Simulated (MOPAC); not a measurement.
MOPAC input (MNDO):

```
MNDO 1SCF GEO-OK AUX(PRECISION=9) THREADS=1
H2F3NSi

N     1.62579700 1   -0.28851100 1    0.23095700 1
Si   -0.00791800 1    0.00083800 1   -0.00231300 1
F    -0.60829900 1   -0.50866600 1   -1.37688800 1
F    -0.84195300 1   -0.72707800 1    1.12503800 1
F    -0.28170600 1    1.55651200 1    0.03389400 1
H     1.97770500 1   -1.17829500 1    0.54164000 1
H     2.34019600 1    0.29923400 1   -0.16435200 1
```

Output:

```
 *******************************************************************************
 **                                                                           **
 **                              MOPAC v23.2.5                                **
 **                                                                           **
 *******************************************************************************
 ** MOPAC's Digital Object Identifier: https://doi.org/10.5281/zenodo.6511958 **
 **                                                                           **
 ** Please cite the open-source release paper for use of this MOPAC version:  **
 ** J. E. Moussa and J. J. P. Stewart (2026)                                  **
 ** MOPAC: An open-source semiempirical molecular orbital program             **
 ** J. Open Source Softw., 11(119), 8025, https://doi.org/10.21105/joss.08025 **
 *******************************************************************************

                              MNDO CALCULATION RESULTS

 *******************************************************************************
 *  MNDO       - The MNDO Hamiltonian to be used
 *  GEO-OK     - OVERRIDE INTERATOMIC DISTANCE AND OTHER SAFETY CHECKS
 *  1SCF       - DO 1 SCF AND THEN STOP
 *  AUX        - OUTPUT AUXILIARY INFORMATION
 *******************************************************************************
MNDO 1SCF GEO-OK AUX(PRECISION=9) THREADS=1
 H2F3NSi

   ATOM   CHEMICAL          X               Y               Z
  NUMBER   SYMBOL      (ANGSTROMS)     (ANGSTROMS)     (ANGSTROMS)

     1       N          1.62579700  *  -0.28851100  *   0.23095700  *
     2      Si         -0.00791800  *   0.00083800  *  -0.00231300  *
     3       F         -0.60829900  *  -0.50866600  *  -1.37688800  *
     4       F         -0.84195300  *  -0.72707800  *   1.12503800  *
     5       F         -0.28170600  *   1.55651200  *   0.03389400  *
     6       H          1.97770500  *  -1.17829500  *   0.54164000  *
     7       H          2.34019600  *   0.29923400  *  -0.16435200  *

          CARTESIAN COORDINATES

    NO.       ATOM           X           Y           Z

     1         N          1.6258     -0.2885      0.2310
     2        Si         -0.0079      0.0008     -0.0023
     3         F         -0.6083     -0.5087     -1.3769
     4         F         -0.8420     -0.7271      1.1250
     5         F         -0.2817      1.5565      0.0339
     6         H          1.9777     -1.1783      0.5416
     7         H          2.3402      0.2992     -0.1644

  H: (MNDO): M.J.S. DEWAR, W. THIEL, J. AM. CHEM. SOC., 99, 4899, (1977)
  N: (MNDO): M.J.S. DEWAR, W. THIEL, J. AM. CHEM. SOC., 99, 4899, (1977)
  F: (MNDO): M.J.S. DEWAR, H.S. RZEPA, J. AM. CHEM. SOC., 100, 777, (1978)
 Si: (MNDO): M.J.S.DEWAR, ET. AL. ORGANOMETALLICS  5, 375 (1986)

           Empirical Formula: H2 N Si F3  =     7 atoms

      MOLECULAR POINT GROUP   :   Cs

      RHF CALCULATION, NO. OF DOUBLY OCCUPIED LEVELS = 16

 -------------------------------------------------------------------------------
 MNDO 1SCF GEO-OK AUX(PRECISION=9) THREADS=1
 H2F3NSi

     1SCF WAS SPECIFIED, SO BFGS WAS NOT USED
     SCF FIELD WAS ACHIEVED

                              MNDO CALCULATION
                                                       MOPAC v23.2.5 Linux

          FINAL HEAT OF FORMATION =       -298.35030 KCAL/MOL =   -1248.29766 KJ/MOL

          COSMO AREA              =        103.02 SQUARE ANGSTROMS
          COSMO VOLUME            =         89.01 CUBIC ANGSTROMS

          IONIZATION POTENTIAL    =         11.363068 EV
          HOMO LUMO ENERGIES (EV) =        -11.363  1.387
          NO. OF FILLED LEVELS    =         16
          MOLECULAR WEIGHT        =        101.1032         POINT GROUP:  Cs

          MOLECULAR DIMENSIONS (Angstroms)

            Atom       Atom       Distance
            H     7    F     4     3.58356
            H     6    F     5     3.42921
            F     4    F     3     2.10627

          SCF CALCULATIONS        =          1

   ATOM   CHEMICAL          X               Y               Z
  NUMBER   SYMBOL      (ANGSTROMS)     (ANGSTROMS)     (ANGSTROMS)

     1       N          1.62579700  *  -0.28851100  *   0.23095700  *
     2      Si         -0.00791800  *   0.00083800  *  -0.00231300  *
     3       F         -0.60829900  *  -0.50866600  *  -1.37688800  *
     4       F         -0.84195300  *  -0.72707800  *   1.12503800  *
     5       F         -0.28170600  *   1.55651200  *   0.03389400  *
     6       H          1.97770500  *  -1.17829500  *   0.54164000  *
     7       H          2.34019600  *   0.29923400  *  -0.16435200  *

                             CARTESIAN COORDINATES

   1    N        1.625797000    -0.288511000     0.230957000
   2   Si       -0.007918000     0.000838000    -0.002313000
   3    F       -0.608299000    -0.508666000    -1.376888000
   4    F       -0.841953000    -0.727078000     1.125038000
   5    F       -0.281706000     1.556512000     0.033894000
   6    H        1.977705000    -1.178295000     0.541640000
   7    H        2.340196000     0.299234000    -0.164352000

           Empirical Formula: H2 N Si F3  =     7 atoms

      MOLECULAR POINT GROUP   :   Cs

                  EIGENVALUES
 -46.86909 -42.50001 -42.19984 -33.05797 -18.14220 -17.78569 -17.34428 -17.18056
 -16.91209 -15.39386 -15.38475 -15.35922 -15.25209 -15.23775 -14.88888 -11.36307
   1.38706   3.50798   3.59071   3.74343   5.03336   5.87300

              NET ATOMIC CHARGES AND DIPOLE CONTRIBUTIONS

  ATOM NO.   TYPE          CHARGE      No. of ELECS.   s-Pop       p-Pop
    1          N          -0.740016        5.7400     1.50761     4.23241
    2         Si           1.941040        2.0590     0.69773     1.36123
    3          F          -0.518053        7.5181     1.86079     5.65727
    4          F          -0.511391        7.5114     1.85869     5.65270
    5          F          -0.511391        7.5114     1.85869     5.65270
    6          H           0.169905        0.8301     0.83009
    7          H           0.169905        0.8301     0.83009
 DIPOLE           X         Y         Z       TOTAL
 POINT-CHG.     1.945    -0.456     0.045     1.998
 HYBRID         0.551    -0.229    -0.198     0.628
 SUM            2.495    -0.685    -0.153     2.592

          ATOMIC ORBITAL ELECTRON POPULATIONS

     Atom    s        px        py        pz
    1  N   1.50761   1.19701   1.24490   1.79050
    2 Si   0.69773   0.49230   0.43321   0.43572
    3  F   1.86079   1.92955   1.94490   1.78282
    4  F   1.85869   1.89649   1.91441   1.84180
    5  F   1.85869   1.96057   1.72274   1.96939
    6  H   0.83009
    7  H   0.83009

 **********************
 *                    *
 * JOB ENDED NORMALLY *
 *                    *
 **********************

 == MOPAC DONE ==
```

The geometry given is a B3LYP-D3(BJ)/def2-TZVP minimum.
